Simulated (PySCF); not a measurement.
## Electron correlation in C (carbon, neutral)

[He] 2s1 2p3, 2s spin antiparallel (an excited configuration). All numbers are calculated (PySCF 2.14, scalar relativity by spin-free X2C-1e, in x2c-TZVPPall (5s3p2d1f, 31 functions)). Frozen: nothing; 6 electrons correlated.

MP2 pair energies summed by pair of shells (mhartree):

```tsv
pair	energy	share (%)
2s-2p	-105.56	72.2
2p-2p	-22.73	15.5
1s-1s	-12.97	8.9
1s-2p	-3.56	2.4
1s-2s	-1.35	0.9
```

Total MP2 correlation energy: -146.17 mhartree.

Same-spin part -24.57 and opposite-spin part -121.60 mhartree; SCS-MP2 scales them by 1/3 and 6/5 to -154.11 mhartree.

This basis was not built for core-valence correlation, so the inner-shell part is incomplete.
